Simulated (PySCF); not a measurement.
An unknown shows these calculated signals:

1H NMR (600 MHz, computed): δ 4.09 (m, 3H), 3.39 (m, 2H), 3.14 (m, 2H), 2.99 (m, 2H).

13C{1H} NMR (computed): δ 124.6 (C), 35.8 (CH2), 20.5 (CH2), 18.3 (CH2).

PySCF 2.14 calculation with structure optimised with GFN2-xTB and σ from GIAO-PBE0/pcSseg-1; a single conformation, isolated molecule, equivalent nuclei averaged, no relativistic terms.

References, each an isolated molecule treated in the same way: 1H (31.72 ppm) and 13C (186.93 ppm) vs TMS.

Question: Which of these does the molecule contain: a CH3CH2 unit, a nitrile, an aldehyde, an amide, a Si–H bond?

Answer: 
- A CH3CH2 unit: no.
- A nitrile: yes (δC 124.6).
- An aldehyde: no.
- An amide: no.
- A Si–H bond: yes (δH 4.09 (m)).

The data belong to SMILES N#CCC/P=P/C[SiH3], C$_{4}$H$_{9}$NP$_{2}$Si; they needn't prove each group on their own.

Carbon signals by region: 1 in the sp2 and nitrile region (100–160 ppm), 3 below 50 ppm.

Splittings by 31P in the carbon and heteronuclear signals aren't shown, as no couplings were computed. Shifts are as computed. Against solution values, carbons near 30 ppm lie about +3 ppm off and those near 130 ppm about +5 ppm. Of 1211 compounds with measured shifts, 218 miss one by over three times the rms of a fit or turn the order of signals round; such compounds aren't used in these exercises. No couplings were computed; multiplicities are counted from neighbouring protons, with m where these are inequivalent, close in shift, in a saturated or five-membered ring or joined by F or P, and br s for small geminal =CH2 splittings.
